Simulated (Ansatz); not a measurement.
CH5BF2Si can be A, `BC(F)[SiH2]F`, or B, `CB[SiH](F)F`.

Gas-phase electronic energies from Ansatz, PBE0-D4/def2-TZVP geometries. CBS: MP2 limit from def2 TZ/QZ plus the TZ coupled-cluster correction, frozen cores. Functionals use def2-TZVPP. B3LYP here is the variant with VWN-RPA as its local correlation; programs differ in this. One conformer a species, not always the lowest.

Which is lower in electronic energy at CCSD(T)/CBS, and by how much? (Best estimate.)

The calculation gave: B, by 232.0 kJ/mol.

Give E(B) − E(A) in kJ/mol with r2SCAN-D4, MP2/def2-TZVPP, CCSD/def2-TZVPP, B3LYP, CCSD(T)/def2-TZVPP, B2PLYP, PBE0-D4. (Best estimate.)

The calculation gave: r2SCAN-D4 -223.9, MP2/def2-TZVPP -234.9, CCSD/def2-TZVPP -231.2, B3LYP -222.6, CCSD(T)/def2-TZVPP -228.8, B2PLYP -227.3, PBE0-D4 -223.1. None reverses the order clearly.

Largest T1 diagnostic: 0.013.

From PBE to PBE0 (25 % exact exchange), in def2-TZVPP and without D4, E(B) − E(A) moves by −7.4 kJ/mol.
